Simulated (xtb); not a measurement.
H$_{7}$O$_{7}$Si$_{2}$ (SMILES O[Si](O)(O)O[Si](O)(O)[OH2+]), charge +1, singlet, from a rough starting geometry; xtb 6.7.1 with GFN2-xTB.

The xtb input:
```
$ xtb mol.xyz --gfn 2 --chrg 1 --opt vtight --json

# file mol.xyz
16

O      2.32415841    -1.18126892     1.01575621
Si     1.45499990    -0.53947833    -0.14529274
O      0.39637634    -1.66892924    -0.59367089
O      2.05615164     0.23506768    -1.31909369
O      0.34676553     0.54976972     0.54334041
Si    -1.16372264     1.00885594     0.37383243
O     -1.53690169     1.78617966    -0.94520142
O     -1.81920422     1.47437161     1.69596054
O     -1.81235143    -0.59884100    -0.09968054
H      3.00057348    -0.73590285     1.53938900
H      0.66995942    -2.60335689    -0.58563232
H      2.78824408    -0.07853336    -1.89204302
H     -1.41562156     2.78408870    -1.05807128
H     -1.65587225     1.26209532     2.56800647
H     -2.54224761    -0.53808238    -0.82591140
H     -1.11658616    -1.18562896    -0.38753067
```

Question: What does xtb print? Leave out banner, timings and long lists.

Answer: 
```
   ID    Z sym.   atoms
    1    8 O      1, 3-5, 7-9
    2   14 Si     2, 6
    3    1 H      10-16

           -------------------------------------------------
          |                Calculation Setup                |
           -------------------------------------------------

           -------------------------------------------------
          |                 G F N 2 - x T B                 |
           -------------------------------------------------

          ...................................................
          :                      SETUP                      :
          :.................................................:
          :  # basis functions                  55          :
          :  # atomic orbitals                  53          :
          :  # shells                           27          :
          :  # electrons                        56          :
          :  max. iterations                   250          :
          :  Hamiltonian                  GFN2-xTB          :
          :  restarted?                      false          :
          :  GBSA solvation                  false          :
          :  PC potential                    false          :
          :  electronic temp.          300.0000000     K    :
          :  accuracy                    1.0000000          :
          :  -> integral cutoff          0.2500000E+02      :
          :  -> integral neglect         0.1000000E-07      :
          :  -> SCF convergence          0.1000000E-05 Eh   :
          :  -> wf. convergence          0.1000000E-03 e    :
          :  Broyden damping             0.4000000          :
          :  net charge                          1          :
          :  unpaired electrons                  0          :
          ...................................................

 iter      E             dE          RMSdq      gap      omega  full diag
   1    -35.6114230 -0.356114E+02  0.784E+00   10.36       0.0  T
   2    -35.6749331 -0.635101E-01  0.473E+00    9.30       1.0  T
   3    -35.6843083 -0.937524E-02  0.166E+00    8.70       1.0  T
   4    -35.6843250 -0.166140E-04  0.892E-01    8.74       1.0  T
   5    -35.6853930 -0.106800E-02  0.272E-01    8.95       1.0  T
   6    -35.6854810 -0.880481E-04  0.197E-01    8.86       1.0  T
   7    -35.6856621 -0.181133E-03  0.603E-02    8.91       1.0  T
   8    -35.6856650 -0.282726E-05  0.103E-02    8.91       2.4  T
[...]
 * total energy  :   -35.4579334 Eh     change       -0.6964276E-05 Eh
 * total energy  :   -35.4579385 Eh     change       -0.5152373E-05 Eh
 * total energy  :   -35.4579411 Eh     change       -0.2606122E-05 Eh
 * total energy  :   -35.4579439 Eh     change       -0.2725751E-05 Eh
 * total energy  :   -35.4579451 Eh     change       -0.1282658E-05 Eh
 * total energy  :   -35.4579460 Eh     change       -0.8554359E-06 Eh
 * total energy  :   -35.4579465 Eh     change       -0.5405543E-06 Eh
 * total energy  :   -35.4579469 Eh     change       -0.3718941E-06 Eh
 * total energy  :   -35.4579471 Eh     change       -0.2228925E-06 Eh
 * total energy  :   -35.4579473 Eh     change       -0.1458710E-06 Eh
 * total energy  :   -35.4579474 Eh     change       -0.1228183E-06 Eh
 * total energy  :   -35.4579475 Eh     change       -0.6050053E-07 Eh
   *** GEOMETRY OPTIMIZATION CONVERGED AFTER 22 ITERATIONS ***
         :: total energy             -35.457947469781 Eh    ::
[...]
 Mol. C8AA /au·bohr⁸  :     118425.312785
 Mol. α(0) /au        :         97.729373

Wiberg/Mayer (AO) data.
largest (>0.10) Wiberg bond orders for each atom

 ---------------------------------------------------------------------------
     #   Z sym  total        # sym  WBO       # sym  WBO       # sym  WBO
 ---------------------------------------------------------------------------
     1   8 O    2.222 --     2 Si   1.212    10 H    0.860
     2  14 Si   4.405 --     4 O    1.230     1 O    1.212     3 O    1.020
                             5 O    0.918
     3   8 O    2.168 --     2 Si   1.020    11 H    0.863    16 H    0.116
     4   8 O    2.243 --     2 Si   1.230    12 H    0.859
     5   8 O    2.351 --     6 Si   1.172     2 Si   0.918
     6  14 Si   4.426 --     8 O    1.304     7 O    1.286     5 O    1.172
                             9 O    0.642
     7   8 O    2.282 --     6 Si   1.286    13 H    0.848
     8   8 O    2.293 --     6 Si   1.304    14 H    0.841
     9   8 O    2.369 --    15 H    0.849    16 H    0.729     6 Si   0.642
    10   1 H    0.878 --     1 O    0.860
    11   1 H    0.880 --     3 O    0.863
    12   1 H    0.877 --     4 O    0.859
    13   1 H    0.866 --     7 O    0.848
    14   1 H    0.863 --     8 O    0.841
    15   1 H    0.859 --     9 O    0.849
    16   1 H    0.846 --     9 O    0.729     3 O    0.116
 ---------------------------------------------------------------------------

Topologies differ in total number of bonds
Writing topology from bond orders to xtbtopo.mol

molecular dipole:
                 x           y           z       tot (Debye)
 q only:       -0.465      -0.175      -0.083
   full:       -0.225      -0.472      -0.143       1.377
molecular quadrupole (traceless):
                xx          xy          yy          xz          yz          zz
 q only:        7.946      -4.445      -2.662      -0.535       3.053      -5.284
  q+dip:        7.502      -2.999      -3.311       0.390       3.029      -4.191
   full:        8.094      -3.103      -1.962       0.414       4.433      -6.132

optimized geometry written to: xtbopt.xyz

           -------------------------------------------------
          | TOTAL ENERGY              -35.457947469781 Eh   |
          | GRADIENT NORM               0.000092368435 Eh/α |
          | HOMO-LUMO GAP               8.657487289701 eV   |
           -------------------------------------------------

normal termination of xtb
```
